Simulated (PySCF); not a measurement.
# Worked example: entropy of an ideal gas

Be(I)(SiH3) (BeH3ISi), SMILES [SiH3][Be][I].

Coordinates come from a B3LYP-D3(BJ)/def2-TZVP optimisation. The def2 effective core potentials stand for the cores of I; spin–orbit coupling is left out.

B3LYP-D3(BJ)/def2-TZVP run with PySCF gives the harmonic wavenumbers 149, 149, 236, 485, 485, 831, 891, 950, 950, 2194, 2198, 2198 cm⁻¹ and the rotational temperatures 4.1999, 0.0484, 0.0484 K. The molar mass is 167.03 g/mol, the symmetry number 3, the spin multiplicity 1.

Task: Work out the entropy at 298.15 K and 1 atm in the rigid-rotor, harmonic-oscillator model.

Result: 
Translation (Sackur–Tetrode at 1 atm): S = R[1.5 ln M + 2.5 ln T − 1.16487] = 172.6 J/(mol K).
Rotation: q = (√π/σ) T^1.5/√(θA θB θC) = 30700, S = R[ln q + 3/2] = 98.4 J/(mol K).
Vibration: with u = 1.4388 ν/T, each mode gives R[u/(e^u − 1) − ln(1 − e^−u)]:
| ν (cm⁻¹) | modes | u | S (J/(mol K)) |
|---|---|---|---|
| 149 | 2 | 0.72 | 22.47 |
| 236 | 1 | 1.14 | 7.67 |
| 485 | 2 | 2.34 | 5.83 |
| 831 | 1 | 4.01 | 0.77 |
| 891 | 1 | 4.30 | 0.61 |
| 950 | 2 | 4.58 | 0.96 |
The stiffer modes add less than 0.005 each. Sum 38.3 J/(mol K).
Spin: R ln 1 = 0.0 J/(mol K).
Total 309.2 J/(mol K); the program's own thermochemistry gives 309.3. Translation makes up 56 % and vibration 12 %. Anharmonicity, hindered rotation and orbital degeneracy are left out.
